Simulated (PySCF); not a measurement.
Atomic charges by several schemes

Species: C6H4O.
Numbering: `[CH:1]#[C:2][c:3]1[cH:4][cH:5][o:6][cH:7]1` (hydrogens: H8 on C1; H9 on C4; H10 on C5; H11 on C7)

Density: PBE0/pcSseg-1 (PySCF); schemes: Mulliken, IAO, Hirshfeld and ESP-fitted. Geometry: GFN2-xTB; no solvent, vibrations or thermal averaging.

**Question.** Do the Mulliken, IAO, Hirshfeld and ESP-fitted schemes agree on where the charge is highest?

**Answer.** The schemes don't all agree: Mulliken C2 (+0.511); IAO H8 (+0.203); Hirshfeld H8 (+0.092); ESP-fitted C3 (+0.325).

**Question.** For which atoms does the sign change between the 4 schemes (beyond +0.03 e in one, beyond −0.03 e in another)?

**Answer.** C2, C3, C5 and C7. Atomic charges aren't observables, and each scheme defines them in its own way.

**Question.** At which atom do the 4 schemes differ most?

**Answer.** At C2: from -0.191 (ESP-fitted) to +0.511 e (Mulliken), 0.702 e apart.

**Question.** Give the atomic charges in each scheme.

**Answer.** In e:

| atom | environment | Mulliken | IAO | Hirshfeld | ESP-fitted |
| --- | --- | --- | --- | --- | --- |
| C1 | terminal alkyne carbon | -0.392 | -0.237 | -0.112 | -0.311 |
| C2 | alkyne carbon | +0.511 | -0.023 | -0.049 | -0.191 |
| C3 | substituted aromatic carbon | -0.358 | -0.077 | -0.031 | +0.325 |
| C4 | aromatic CH carbon | -0.136 | -0.211 | -0.079 | -0.371 |
| C5 | aromatic CH next to a ring oxygen | +0.176 | +0.006 | +0.011 | -0.057 |
| O6 | furan-type oxygen | -0.347 | -0.217 | -0.055 | -0.109 |
| C7 | aromatic CH next to a ring oxygen | +0.220 | +0.021 | +0.022 | -0.177 |
| H8 | alkyne hydrogen | +0.044 | +0.203 | +0.092 | +0.278 |
| H9 | aromatic hydrogen | +0.073 | +0.177 | +0.064 | +0.228 |
| H10 | aromatic hydrogen | +0.108 | +0.177 | +0.067 | +0.181 |
| H11 | aromatic hydrogen | +0.100 | +0.181 | +0.070 | +0.204 |

Mean size of the charges over all atoms: Mulliken 0.224 e, ESP-fitted 0.221 e, IAO 0.139 e, Hirshfeld 0.059 e. Each set sums to the total charge, 0, to within 0.001 e. The IAO scheme counts the electrons in orthogonalised intrinsic atomic orbitals, a minimal basis polarised so that it spans the occupied orbitals exactly. The ESP scheme is a least-squares fit of atom-centred charges to the potential on four shells outside the van der Waals surface, with the total charge fixed.

**Question.** Sum the charges by element, for elements with more than one atom.

**Answer.** 
| element | atoms | Mulliken | IAO | Hirshfeld | ESP-fitted |
| --- | --- | --- | --- | --- | --- |
| C | 6 | +0.022 | -0.521 | -0.238 | -0.782 |
| H | 4 | +0.325 | +0.738 | +0.293 | +0.891 |

**Question.** How many electrons does the Mulliken scheme count on C1?

**Answer.** Z − q = 6 − (-0.392) = 6.392.

**Question.** How closely do the schemes follow one another over all atoms?

**Answer.** Correlation coefficient and root-mean-square difference: IAO with Hirshfeld 0.96, 0.101 e; Hirshfeld with ESP-fitted 0.76, 0.193 e; IAO with ESP-fitted 0.74, 0.161 e; Mulliken with IAO 0.58, 0.219 e; Mulliken with Hirshfeld 0.46, 0.245 e; Mulliken with ESP-fitted 0.02, 0.355 e.
